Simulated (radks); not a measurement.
Cd1.75+, configuration [Kr] 5s(up 0.5, down 0.5) 4d(up 4.75, down 4.5) (fractional occupations, a model configuration). Calculated with a radial shooting solver on a logarithmic mesh with Libxc functionals: scalar-relativistic Kohn-Sham, LDA (Slater exchange, Perdew-Wang correlation), spin-polarised, spherical densities, finite nucleus; Fermi nuclear charge, rms radius 4.6087 fm.

Normalised radial functions P(r) = r R(r), r in bohr:

```
   r/bohr * 4s down, o 5s down (the largest magnitude, 1.19, reaches the edge; | marks zero, & curves that meet)
 0.002813                             |o *
 0.004298                             |o  *
 0.006567                             | o  *
  0.01004                             | o   *
  0.01533                             | o   *
  0.02343                             | o  *
  0.03581                             o*
  0.05515                       *   o |
  0.08428                   *     o   |
   0.1288                        *  o |
   0.1968                             |  o     *
   0.3007                             |    o         *
   0.4595                        *  o |
   0.7021  *                  o       |
    1.073       *                     |o
    1.639                      *      |             o
    2.505                            *|               o
    3.859                             *      o
    5.897                             *o
```

4s down: eigenvalue -126.01 eV, 3 radial nodes at r = 0.0382, 0.153, 0.426 bohr, <r> = 0.876 bohr, 90 % of the charge inside 1.27 bohr. 5s down: eigenvalue -20.884 eV, 4 radial nodes at r = 0.0381, 0.152, 0.413, 1.05 bohr, <r> = 2.43 bohr, 90 % of the charge inside 3.54 bohr.
